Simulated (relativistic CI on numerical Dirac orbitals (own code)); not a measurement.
## Radial parameters of Dy LXVI

These numbers are calculated, not measured: Dirac equation for one electron, model QED (radiative potential, 1s self-energy scaled to tabulated hydrogen-like ionisation energies) (own radial code, finite nucleus).

Slater integrals F^k, G^k are unscaled and averaged over j, outside the closed core (none); ζ comes from projecting the Hamiltonian with its Breit term on Σ l·s of the shell.

- 2p: ζ(2p) = 5.413e+06 cm⁻¹; <r>(2p) = 0.07188, <r^2>(2p) = 0.00627 (bohr units).
- 3p: ζ(3p) = 1.6108e+06 cm⁻¹; <r>(3p) = 0.1815, <r^2>(3p) = 0.03819 (bohr units).
- 3d: ζ(3d) = 285280 cm⁻¹; <r>(3d) = 0.1561, <r^2>(3d) = 0.02791 (bohr units).

Averages of the first 10 configurations, taken without configuration mixing, which lowers the lowest level and can move excited configurations by several eV; other configurations of the list can lie among them:

```json
{"Configuration": "1s", "Parity": "even", "States": "2", "Average energy above the lowest level (eV)": "0.0"}
{"Configuration": "2s", "Parity": "even", "States": "2", "Average energy above the lowest level (eV)": "47045.2"}
{"Configuration": "2p", "Parity": "odd", "States": "6", "Average energy above the lowest level (eV)": "47701.9"}
{"Configuration": "3s", "Parity": "even", "States": "2", "Average energy above the lowest level (eV)": "56062.0"}
{"Configuration": "3p", "Parity": "odd", "States": "6", "Average energy above the lowest level (eV)": "56257.4"}
{"Configuration": "3d", "Parity": "even", "States": "10", "Average energy above the lowest level (eV)": "56409.9"}
{"Configuration": "4s", "Parity": "even", "States": "2", "Average energy above the lowest level (eV)": "59176.2"}
{"Configuration": "4p", "Parity": "odd", "States": "6", "Average energy above the lowest level (eV)": "59258.2"}
{"Configuration": "4d", "Parity": "even", "States": "10", "Average energy above the lowest level (eV)": "59322.4"}
{"Configuration": "4f", "Parity": "odd", "States": "14", "Average energy above the lowest level (eV)": "59347.8"}
```
